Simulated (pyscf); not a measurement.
Single points on ωB97X-D3(BJ)/def2-SVP structures (PySCF, gas phase).

SMILES: [SiH2](O)[O][Ta]([Cl])([Cl])([Cl])[Cl]
```xyz
11

O     -1.1642    -0.8545    -3.0594
Si    -0.6939     0.6719    -2.6455
O      0.1905     0.5989    -1.2016
Ta     0.4350    -0.1719     0.4825
Cl     0.9030     1.8260     1.4667
Cl    -1.7525    -0.9554     0.2269
Cl     0.4071    -1.2764     2.5398
Cl     2.2383    -1.3769    -0.2116
H     -1.7862    -1.2877    -2.4626
H     -1.8358     1.5785    -2.3691
H      0.2081     1.1675    -3.7041
```
Charge 0, spin multiplicity 1.

**Question.** How much does it cost (ΔH, 298 K, ωB97M-D3(BJ)/def2-TZVP) to split `[OH][SiH2][O][Ta]([Cl])([Cl])([Cl])[Cl]` at its O–Ta bond into •O–SiH₂–OH + [Cl–Ta(Cl)(Cl)–Cl]•?

**Answer.** O–Ta to •O–SiH₂–OH + [Cl–Ta(Cl)(Cl)–Cl]•: 4.38 eV. The 7 functionals that were run give +4.38 (ωB97M-D3(BJ)/def2-TZVP) to +4.61 eV (ωB97X-D3(BJ)/def2-TZVP). The radicals are drawn with the spin at the cut bond; how far it spreads was not checked. •O–SiH₂–OH lies 0.97 eV over its isomer HO–SiH•–OH (electronic energy, ωB97M-D3(BJ)/def2-TZVP). Open-shell species with a d-block atom are single-reference here; other states, and whether the spin sits on metal or ligand, were not checked. Elements past Kr carry the def2 core potentials, without spin-orbit coupling.
